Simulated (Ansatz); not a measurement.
Relaxation of H4Sn (5 atoms, charge 0, multiplicity 1), to a largest force component of 0.03 eV/Å in at most 50 steps.

These are results of RKS PBE0/def2-TZVP in Ansatz 0.2.0, not measurements.

```xyz
5
Properties=species:S:1:pos:R:3:forces:R:3
Sn -0.244 0.000 -0.203 -0.58 0.00 -0.44
H 1.925 0.000 1.797 -0.56 0.00 1.37
H 2.339 0.000 1.224 1.11 0.00 -0.96
H -1.300 1.250 -0.907 0.01 -0.02 0.02
H -1.300 -1.250 -0.907 0.01 0.02 0.02
```

Q: Where does it end, and by what steps?

A: The run converged. The force dipped under the threshold on the way, but the program's further checks kept it going. After 18 steps the energy has fallen by 0.291 eV; H2 moved furthest, 1.07 Å.

```tsv
step	energy less start (eV)	largest force component (eV/Å)	accepted
0	0.0000	1.365	yes
1	-0.1686	0.349	yes
2	-0.2421	0.311	yes
3	-0.2676	0.026	yes
4	-0.2744	0.304	yes
5	-0.2819	0.041	yes
6	-0.2829	0.141	yes
7	-0.2876	0.013	yes
8	-0.2854	0.325	no
9	-0.2882	0.064	yes
10	-0.2896	0.053	yes
11	-0.2899	0.069	yes
12	-0.2901	0.044	yes
13	-0.2898	0.205	no
14	-0.2902	0.047	yes
15	-0.2900	0.216	no
16	-0.2909	0.018	yes
17	-0.2911	0.042	yes
18	-0.2912	0.023	yes
```

```xyz
5
Properties=species:S:1:pos:R:3
Sn -0.531 0.000 -0.690
H 2.889 0.000 2.273
H 2.464 0.000 1.659
H -1.701 1.260 -1.119
H -1.701 -1.260 -1.119
```

Whether the end is a true minimum wasn't checked by a vibrational analysis.

Run time: 26 s on 1 thread of Arm Neoverse V1 (shared host), peak memory 0.12 GiB.
